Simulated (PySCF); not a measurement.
# Ionisation energy of Sb²⁺ by level of theory

Sb²⁺ [Kr] 4d10 5s2 5p1 (2P) → Sb³⁺ [Kr] 4d10 5s2 (1S), as a difference of total energies. Calculation: PySCF 2.14, in x2c-QZVPPall; scalar relativity by spin-free X2C-1e. Correlated levels: valence: [Kr] 4d10 frozen. The calculations carry no spin-orbit coupling.

| method | ionisation energy (eV) |
| --- | --- |
| UHF | 24.149 |
| MP2 (valence) | 24.396 |
| SCS-MP2 (valence) | 24.391 |
| CCSD (valence) | 24.454 |
| CCSD(T) (valence) | 24.472 |

Task: How much does correlation contribute at CCSD(T) (valence)?

Result: 24.472 − (24.149) = 0.323 eV, measured against UHF.

A first-order spin-orbit estimate (lowest level to lowest level, LS coupling) adds 0.484 eV.

Errors of the correlated levels include the incompleteness of this basis and the frozen core.

For comparison: 25.323 eV (measured; NIST Atomic Spectra Database, ionization energies).
